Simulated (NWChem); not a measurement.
# SnH2OF2; SMILES [OH][SnH]([F])[F]

All runs: NWChem. All runs use the structure optimised with PBE0/def2-SVP. No frequency run checked for a minimum. def2 effective core potentials on Sn; no spin-orbit coupling. Gas phase, vertical. One conformer.

B3LYP/def2-SVPD, TDA puts singlet state 2 at 6.99 eV with oscillator strength 0.098.

Task: Give the wavelength, the transition dipole and the radiative lifetime of that state in vacuum.

Result: 
1. λ = 1239.84/6.99 = 177 nm, or 56380 cm⁻¹.
2. f = (2/3) ΔE μ² in atomic units, so μ = √(1.5 f/ΔE) = 0.76 a.u. = 1.92 D.
3. τ = 1.499 s cm⁻² / (f ν²) = 4.8 ns, for a non-degenerate state that emits at the vertical energy; a higher state like this one mostly decays faster by other paths.
